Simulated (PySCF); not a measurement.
# PySCF run on Xe²⁺

The script input.py:

```python
from pyscf import gto, scf, mp

mol = gto.M(
    atom='Xe 0 0 0',
    basis='lanl2dz',
    ecp={'Xe': 'lanl2dz'},
    charge=2,
    spin=2,
    verbose=4,
)
mf = scf.UHF(mol)
mf.kernel()
mp.MP2(mf).kernel()
mf.dip_moment()
print('orbital energies (hartree):', [e[max(0, n-3):n+3].round(4) for e, n in zip(mf.mo_energy, mol.nelec)])
```

```bash
$ python input.py
```

It prints (some set-up lines and the per-cycle HOMO/LUMO lines with their warnings removed):

```
PySCF version 2.14.0

[INPUT] verbose = 4
[INPUT] num. atoms = 1
[INPUT] num. electrons = 6
[INPUT] charge = 2
[INPUT] spin (= nelec alpha-beta = 2S) = 2
[INPUT] symmetry False subgroup None
[INPUT] Mole.unit = angstrom
[INPUT] Symbol           X                Y                Z      unit          X                Y                Z       unit  Magmom
[INPUT]  1 Xe     0.000000000000   0.000000000000   0.000000000000 AA    0.000000000000   0.000000000000   0.000000000000 Bohr   0.0

nuclear repulsion = 0
number of shells = 4
number of NR pGTOs = 12
number of NR cGTOs = 8
basis = lanl2dz
ecp = {'Xe': 'lanl2dz'}

******** <class 'pyscf.scf.uhf.UHF'> ********
method = UHF
initial guess = minao
damping factor = 0
level_shift factor = 0
DIIS = <class 'pyscf.scf.diis.CDIIS'>
diis_start_cycle = 1
diis_space = 8
diis_damp = 0
SCF conv_tol = 1e-09
SCF conv_tol_grad = None
SCF max_cycles = 50
direct_scf = True
direct_scf_tol = 1e-13
number electrons alpha = 4  beta = 2
Set gradient conv threshold to 3.16228e-05
init E= -11.0736540961118

cycle= 1 E= -13.9690650975835  delta_E= -2.9  |g|= 0.31  |ddm|= 2.64
cycle= 2 E= -14.0454473989483  delta_E= -0.0764  |g|= 0.0369  |ddm|=  0.5
cycle= 3 E= -14.04661773413  delta_E= -0.00117  |g|= 0.00379  |ddm|= 0.0706
cycle= 4 E= -14.0466331922819  delta_E= -1.55e-05  |g|= 0.000593  |ddm|= 0.0083
cycle= 5 E= -14.0466336279793  delta_E= -4.36e-07  |g|= 3.69e-05  |ddm|= 0.0016
cycle= 6 E= -14.0466336295307  delta_E= -1.55e-09  |g|= 7.25e-06  |ddm|= 7.91e-05
cycle= 7 E= -14.0466336295926  delta_E= -6.19e-11  |g|= 1.78e-09  |ddm|= 1.91e-05
Extra cycle  E= -14.0466336295926  delta_E= 3.55e-15  |g|= 2.15e-10  |ddm|= 3.14e-09
converged SCF energy = -14.0466336295926  <S^2> = 2.0003605  2S+1 = 3.0002403

******** <class 'pyscf.mp.ump2.UMP2'> ********
nocc = (np.int64(4), np.int64(2)), nmo = (8, 8)
E(UMP2) = -14.0499590410243  E_corr = -0.00332541143171794
E(SCS-UMP2) = -14.0501656940169  E_corr = -0.00353206442427668
E_corr(same-spin) = -0.000528956877444064
E_corr(oppo-spin) = -0.00279645455427388

WARN: System has nonzero charge 2; the dipole moment is origin-dependent.
Location of origin: [0. 0. 0.]

Dipole moment(X, Y, Z, Debye): -0.00000, -0.00000, -0.00000
orbital energies (hartree): [array([-1.2198, -1.2198, -1.1603,  0.0013,  0.0013,  0.035 ]), array([-1.5683, -1.099 , -0.7323, -0.7323,  0.0494])]
```

In short: E(SCF) = -14.046634 Eh, 7 cycles, E(MP2) − E(SCF) = -0.00333 Eh, ⟨S²⟩ = 2.000.

Wall time 0.9 s on one thread of a shared host.

No search for the lowest solution was made.
